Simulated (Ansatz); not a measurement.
AlFH6O2Si2 (`[F][Al]([O][SiH3])[O][SiH3]`), relaxed with RKS PBE0-D4/def2-TZVP in the Gaussian-basis code of Ansatz from a PBE-D4/def2-SVP geometry. The force threshold is 0.005 eV/Å; the program also tests the step.

Total charge 0; spin multiplicity 1.

Start:

```xyz
12

F    -2.389   -0.644   -1.770
Al   -1.081   -0.292   -0.800
O    -0.550    1.309   -0.709
Si    0.162    2.789   -0.450
O    -0.343   -1.553    0.049
Si    0.555   -2.595    0.981
H     1.014    2.750    0.792
H    -0.897    3.842   -0.277
H     1.030    3.150   -1.624
H     1.369   -1.828    1.990
H     1.487   -3.388    0.106
H    -0.357   -3.541    1.713
```

**Question.** By how much does the energy fall, and how many steps does the optimiser take? (Best estimate.)

**Answer.** Computed: 2.32 kcal/mol, in 35 steps, 3 of them rejected.

**Question.** Which bonds change most? (Best estimate.)

**Answer.** Ansatz gave: O5–Si6 from 1.662 to 1.626 Å; O3–Si4 from 1.662 to 1.626 Å; F1–Al2 from 1.666 to 1.638 Å; Al2–O5 from 1.690 to 1.662 Å.

**Question.** Give the relaxed structure. (Estimate.)

**Answer.** Computed: 
```xyz
12

F    -2.118   -0.614   -1.723
Al   -0.879   -0.254   -0.713
O    -0.372    1.324   -0.588
Si    0.103    2.876   -0.491
O    -0.165   -1.476    0.158
Si    0.511   -2.698    0.991
H     1.031    3.052    0.657
H    -1.078    3.756   -0.296
H     0.802    3.266   -1.743
H     1.437   -2.158    2.021
H     1.274   -3.575    0.065
H    -0.546   -3.499    1.662
```
